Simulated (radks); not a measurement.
Initial-state core-level shifts of the sulfur ion S+ when its valence configuration changes from [Ne] 3s2 3p3. All-electron calculation, scalar-relativistic Kohn-Sham, PBE, spin-polarised, spherical densities, finite nucleus; open shells are filled with parallel spins first; Fermi nuclear charge, rms radius 3.2611 fm. Program: a radial shooting solver on a logarithmic mesh with Libxc functionals. Shifts are changes of the shell-averaged eigenvalues in eV (positive: less bound); the change of the density at the nucleus, which sets a Mossbauer isomer shift, is in e/bohr^3, on a base of 2957.

valence          1s      2s      2p  density at nucleus
3p5          -3.189  -3.118  -3.088            -21.2191
3s1.5 3p3.5  -0.718  -0.710  -0.703             -5.2020
3s1 3p4      -1.431  -1.415  -1.400            -10.4291
3s0.5 3p4.5  -2.372  -2.323  -2.300            -15.7958
